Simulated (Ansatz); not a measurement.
Molecule: sum formula SiN$_{3}$H$_{7}$F, charge 1, multiplicity 1. It need not be the lowest isomer of its formula. 
Structure (B3LYP-D3(BJ)/def2-TZVP (Ansatz, a quantum-chemistry and plane-wave program) minimum search):
SMILES: N[Si](N)([NH3+])F
```xyz
12

Si    -0.1755     0.0560     0.0456
F     -0.3357    -0.8294     1.3445
N      1.6208    -0.4628    -0.3025
N     -0.0578     1.7150     0.1642
N     -1.1493    -0.5059    -1.1792
H      2.2604    -0.2273     0.4597
H      1.9805    -0.0231    -1.1512
H      0.5991     2.2040     0.7543
H     -0.8548     2.2978    -0.0505
H     -1.3755     0.0217    -2.0080
H     -1.7078    -1.3414    -1.0870
H      1.6803    -1.4750    -0.4335
```
Charge +1, spin multiplicity 1.

Total electronic energies in hartree. Correlated levels leave the core frozen unless marked. No spin-orbit coupling. Non-relativistic. CBS(X,Y): correlation extrapolated as X^-3; Hartree-Fock from the larger set. [CCSD(T)-MP2]/basis is that difference in the basis named.

| level | program | energy (Eh) |
|---|---|---|
| r2SCAN/def2-TZVPD | Ansatz | -557.71903 |
| B3LYP-D3(BJ)/def2-TZVPD | Ansatz + dftd3 | -557.91446 |
| BHLYP-D4/def2-TZVPD | Ansatz + dftd4 | -557.75674 |
| B2PLYP-D4/def2-TZVPD | Ansatz + dftd4 | [?] |
| MP2/cc-pV(T+d)Z | Ansatz | -556.90396 |
| MP2/cc-pVTZ | Ansatz | -556.89526 |
| SCS-MP2/6-31G | Ansatz | -556.06956 |
| CCSD/cc-pV(D+d)Z | Ansatz | -556.60559 |
| RI-MP2/CBS(cc-pV(T+d)Z,cc-pV(Q+d)Z)+[CCSD(T)-MP2]/cc-pV(T+d)Z | Ansatz | -557.1281 |

Some entries are withheld; supply them.


- B2PLYP-D4/def2-TZVPD, energy (Eh): -557.57788
